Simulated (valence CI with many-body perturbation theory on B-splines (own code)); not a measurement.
**Pb LXXVIII: calculated level list**

Calculated by relativistic CI+MBPT: three valence electrons over a frozen Dirac-Fock core [He], radial functions for each j: 11 s, 11 p, 10 d, 8 f, 5 g, 2 h, with the one-electron correlation potential Σ1 (screened to all orders), the two-electron term Σ2, the three-electron term Σ3, Breit, model QED; selected single and double excitations, second order for the rest, scaled by the run's own slope (own B-spline code, finite nucleus).

No measured spectrum was set against this ion. As an estimate, large intervals hold to a few tenths of a per cent, small ones and those within an open d or f shell to about a per cent.

Levels 136 to 167 of 167, with energies above the lowest level, (2s^2 2p1/2) J=1/2. "Leading %" is the weight of the configuration and term that name the level; weights of strongly mixed levels are sums over their largest components and can fall short. In the jj column 3d3/2^4 stands for four electrons in 3d with j = 3/2. Lifetimes count E1, E2, E3, M1 and M2 decay at the calculated energies, and are blank where another channel may lead or the interval is too uncertain; long ones can be off by a factor of two.

```
No.  Configuration  Term    J  E (Ry)  Leading %  Lifetime      g              Leading jj
136       2s 2p 4f    4G  5/2  1392.2         31   1.82 fs  0.904  2s 2p1/2 4f5/2 (100 %)
137       2s 2p 4f    4F  3/2  1392.2         46   1.81 fs  0.671  2s 2p1/2 4f5/2 (100 %)
138         2p2 3s    2S  1/2  1393.7         68   2.70 fs  1.973      2p3/2^2 3s (100 %)
139       2s 2p 4f    2G  9/2  1394.8         42   1.89 fs  1.166  2s 2p1/2 4f7/2 (100 %)
140       2s 2p 4f    4D  7/2  1394.9         30   1.89 fs  1.134  2s 2p1/2 4f7/2 (100 %)
141       2s 2p 4f    2D  5/2  1394.9         41   1.89 fs  1.088  2s 2p1/2 4f7/2 (100 %)
142         2p2 3p   4P°  3/2  1395.2         28    862 as  1.415   2p3/2^2 3p1/2 (100 %)
143         2p2 3p   2D°  5/2  1395.3         38    859 as  1.156   2p3/2^2 3p1/2 (100 %)
144         2p2 3p   2P°  1/2  1400.9         75    858 as  0.639   2p3/2^2 3p1/2 (100 %)
145         2p2 4p   2P°  3/2  1408.7         36   2.40 fs  1.323    2p1/2^2 4p3/2 (98 %)
146         2p2 4d    2D  3/2  1410.2         43   2.56 fs  0.788    2p1/2^2 4d3/2 (98 %)
147         2p2 4d    2D  5/2  1416.1         37    932 as  1.190    2p1/2^2 4d5/2 (98 %)
148         2p2 4f   2F°  5/2  1416.7         42   1.86 fs  0.846    2p1/2^2 4f5/2 (98 %)
149         2p2 4f   2F°  7/2  1419.4         38   1.91 fs  1.133    2p1/2^2 4f7/2 (98 %)
150         2p2 3p   4D°  7/2  1444.4         66   1.39 fs  1.296   2p3/2^2 3p3/2 (100 %)
151         2p2 3p   2D°  5/2  1444.4         52   1.35 fs  1.294   2p3/2^2 3p3/2 (100 %)
152         2p2 3p   2P°  1/2  1444.5         53   1.31 fs  1.248   2p3/2^2 3p3/2 (100 %)
153         2p2 3p   2P°  3/2  1448.9         61   1.37 fs  1.292   2p3/2^2 3p3/2 (100 %)
154         2p2 3d    2D  3/2  1450.7         29    397 as  1.163   2p3/2^2 3d3/2 (100 %)
155         2p2 3d    2F  7/2  1450.8         39    408 as  1.070   2p3/2^2 3d3/2 (100 %)
156         2p2 3d    4D  5/2  1450.9         29    381 as  1.120    2p3/2^2 3d3/2 (99 %)
157         2p2 3d    4P  1/2  1451.2         51    322 as  1.692   2p3/2^2 3d3/2 (100 %)
158         2p2 3p   2P°  3/2  1451.4         62   1.34 fs  1.308   2p3/2^2 3p3/2 (100 %)
159         2p2 3d    2D  3/2  1456.6         70    403 as  0.801    2p3/2^2 3d3/2 (99 %)
160         2p2 3d    2F  7/2  1462.3         51   14.6 fs  1.222   2p3/2^2 3d5/2 (100 %)
161         2p2 3d    4F  9/2  1462.3         65   14.9 fs  1.226   2p3/2^2 3d5/2 (100 %)
162         2p2 3d    2P  1/2  1463.6         62    697 as  1.139   2p3/2^2 3d5/2 (100 %)
163         2p2 3d    2D  5/2  1465.8         58    328 as  1.195    2p3/2^2 3d5/2 (99 %)
164         2p2 3d    2P  3/2  1465.9         44    276 as  1.191    2p3/2^2 3d5/2 (99 %)
165         2p2 3d    2D  5/2  1469.3         67    519 as  1.180   2p3/2^2 3d5/2 (100 %)
166         2s2 5s    2S  1/2  1496.1         98   4.91 fs  1.993          2s^2 5s (98 %)
167         2s2 5p   2P°  1/2  1497.6         98   7.01 fs  0.657       2s^2 5p1/2 (98 %)
```
